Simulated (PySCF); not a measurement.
A PySCF run on InN⁻

State: ²Π (doublet), unpaired electrons π ↑.

An equivalent input (the run itself took its basis sets from the Basis Set Exchange, started from a PBE0 density and held the occupation σ 7α 7β, πx 3α 3β, πy 3α 2β, δx 1α 1β, δy 1α 1β):

```python
from pyscf import gto, dft
mol = gto.M(atom='In 0 0 0; N 0 0 2.042', basis={'In': 'def2-TZVPPD', 'N': 'def2-TZVPPD'}, ecp={'In': 'def2-TZVPPD'},
            charge=-1, spin=1, verbose=4, symmetry='C2v')
mf = dft.UKS(mol, xc='CAMB3LYP')
mf.grids.atom_grid = (80, 434)
mf.grids.prune = dft.gen_grid.treutler_prune
mf.irrep_nelec = {'A1': (8, 8), 'A2': (1, 1), 'B1': (3, 3), 'B2': (3, 2)}
mf.conv_tol = 1e-9
mf.max_cycle = 60
mf.diis_space = 10
mf.kernel()
```

The log (some set-up lines and the per-cycle HOMO/LUMO lines removed):

```
******** <class 'pyscf.dft.uks_symm.SymAdaptedUKS'> ********
method = SymAdaptedUKS
damping factor = 0
level_shift factor = 0
DIIS = <class 'pyscf.scf.diis.CDIIS'>
diis_start_cycle = 1
diis_space = 10
diis_damp = 0
SCF conv_tol = 1e-09
SCF conv_tol_grad = None
SCF max_cycles = 60
number electrons alpha = 15  beta = 14
Set gradient conv threshold to 3.16228e-05
init E= -244.789641822921
cycle= 1 E= -244.79025972266  delta_E= -0.000618  |g|= 0.0279  |ddm|= 0.134
cycle= 2 E= -244.788941103723  delta_E= 0.00132  |g|= 0.0577  |ddm|= 0.0977
cycle= 3 E= -244.790647952253  delta_E= -0.00171  |g|= 0.00384  |ddm|= 0.0649
cycle= 4 E= -244.790656374441  delta_E= -8.42e-06  |g|= 0.000974  |ddm|= 0.00576
cycle= 5 E= -244.790658487448  delta_E= -2.11e-06  |g|= 0.000373  |ddm|= 0.00344
cycle= 6 E= -244.790659300436  delta_E= -8.13e-07  |g|= 0.000328  |ddm|= 0.00146
cycle= 7 E= -244.790660040752  delta_E= -7.4e-07  |g|= 0.000291  |ddm|= 0.00144
cycle= 8 E= -244.790661011264  delta_E= -9.71e-07  |g|= 0.000146  |ddm|= 0.00261
cycle= 9 E= -244.790661437782  delta_E= -4.27e-07  |g|= 5.69e-05  |ddm|= 0.00256
cycle= 10 E= -244.790661469885  delta_E= -3.21e-08  |g|= 1.7e-05  |ddm|= 0.00068
cycle= 11 E= -244.790661472189  delta_E= -2.3e-09  |g|= 6.62e-06  |ddm|= 0.000176
cycle= 12 E= -244.790661472397  delta_E= -2.08e-10  |g|= 2.11e-06  |ddm|= 5.67e-05
Extra cycle  E= -244.79066147241  delta_E= -1.3e-11  |g|= 1.33e-06  |ddm|= 1.03e-05
converged SCF energy = -244.79066147241  <S^2> = 0.84168778  2S+1 = 2.0896773
```

Repeating this along the bond gives Re = 2.021 Å and ωe = 598 cm⁻¹.

A point of this curve took 4.7 CPU seconds beside 0.49 for the integrals, on Arm Neoverse V2 (shared host).

Spin–orbit coupling is left out. The state is the lowest determinant that a PBE0 search found; another state may lie lower at other levels.
